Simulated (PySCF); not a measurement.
**Electron correlation in Al⁺ (aluminium, charge +1)**

[Ne] 3s2, closed-shell 1S. Computed with PySCF 2.14 in dyall-av3z (19s12p3d2f, 84 functions), with the non-relativistic Hamiltonian (point nucleus). Frozen: [Ne]; 2 electrons correlated; the 23 highest virtual orbitals of each spin left out.

With two correlated electrons CCSD is exact within the correlated space (frozen core and kept virtual orbitals).

```tsv
level	correlation energy (mhartree)
CCSD	-40.14
```

Diagnostics: T1 = 0.0094, D1 = 0.0133, largest double amplitude 0.110.

Cost of the coupled-cluster step: of the order of 0.8 core-seconds, for 2 correlated electrons.
